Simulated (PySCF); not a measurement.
# Heteronuclear NMR

Bonds (- single, = double, # triple, : aromatic): F1-C2, C2-C3, C3-C4, C4-C5, C5=N6, N6-Si7, C4-C8, C8-C2. C2 carries H9; C3 carries H10, H11; C4 carries H12; C5 carries H13; Si7 carries H14, H15, H16; C8 carries H17, H18. Stereochemistry as in F[C@H]1C[C@@H](/C=N/[SiH3])C1. H11, H17 are cis to F1 on the ring; H10, H18 are trans to F1 on the ring.

Level of theory: structure optimised with GFN2-xTB, shielding tensors at PBE0/pcSseg-1 (GIAO), in PySCF 2.14 (no relativistic terms, single conformer, equivalent nuclei averaged, in vacuum).

**Question.** Predict the ¹⁹F NMR data.

**Answer.** 
```
atoms                environment  σ (ppm)  δ (ppm)
   F1  fluorine on an sp3 carbon    351.0   -156.2
```

Shieldings were converted by a linear fit to measured shifts: ¹⁹F: δ = 146.13 − 0.903σ +14.6 on sp3 carbon (rms 6.0 ppm, 223 shifts, 7.0 ppm with the 5 outliers that the fit left out vs CFCl3, solution or neat liquid). Occasional misses reach two or three times the rms, and more in compound classes unlike the fitted ones.

On a 500 MHz spectrometer ¹⁹F resonates near 470.5 MHz, so 1 ppm is 470.5 Hz.

**Question.** Predict the ²⁹Si NMR data.

**Answer.** 
| atoms | environment | σ (ppm) | δ (ppm) |
| --- | --- | --- | --- |
| Si7 | silicon bonded to N, 3 H | 409.7 | -56.8 |

Shieldings were converted by a linear fit to measured shifts: ²⁹Si (scatter 8.9 ppm rms, 25.8 ppm with the 6 outliers that the fit left out vs TMS, solution or neat liquid). Occasional misses reach two or three times the rms, and more in compound classes unlike the fitted ones.

On a 500 MHz spectrometer ²⁹Si resonates near 99.3 MHz, so 1 ppm is 99.3 Hz.

**Question.** What are the ¹⁵N shifts?

**Answer.** 
```tsv
atoms	environment	σ (ppm)	δ (ppm)
N6	imine nitrogen	-104.0	-52.3
```

Shieldings were converted by a linear fit to measured shifts: ¹⁵N: δ = -148.07 − 0.921σ (rms 6.3 ppm, 71 shifts vs CH3NO2, solution or neat liquid). A few per cent of atoms miss by over 2 rms, more outside the fitted compound classes.

On a 300 MHz spectrometer ¹⁵N resonates near 30.4 MHz, so 1 ppm is 30.4 Hz.
